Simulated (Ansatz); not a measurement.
Compare A (`FC([SiH3])CBr`) with its isomer B (`C[SiH2]C(F)Br`).

Calculated with Ansatz (gas phase, PBE0-D4/def2-TZVP geometries, no zero-point term in ΔE). CCSD(T)/CBS adds triple-zeta CCSD(T) − MP2 to the extrapolated MP2 energy (def2 sets, frozen cores). Functionals use def2-TZVPP. B3LYP here is the variant with VWN-RPA as its local correlation; programs differ in this. For Br outer-core shells are correlated without core-valence functions, which leaves a few kJ/mol of doubt a bond. Scalar relativity is left out up to krypton. Each species was taken in one conformer, which may not be the lowest.

**Question.** Which is lower in electronic energy at CCSD(T)/CBS, and by how much? (Estimate.)

**Answer.** Computed: B, by 10.4 kcal/mol.

**Question.** Give E(B) − E(A) in kcal/mol with CCSD(T)/def2-TZVPP, B2PLYP, B3LYP, HF/def2-TZVPP, r2SCAN-D4, ωB97M-V, CCSD/def2-TZVPP. (An estimate is asked.)

**Answer.** Ansatz gave: CCSD(T)/def2-TZVPP -9.9, B2PLYP -10.3, B3LYP -10.2, HF/def2-TZVPP -8.1, r2SCAN-D4 -11.6, ωB97M-V -10.9, CCSD/def2-TZVPP -9.5. None reverses the order clearly.

Largest T1 diagnostic: 0.010.

In def2-TZVPP, CCSD(T) changes the Hartree–Fock value by −1.8 kcal/mol (the triples alone add −0.3 kcal/mol) and MP2 by −2.5 kcal/mol.
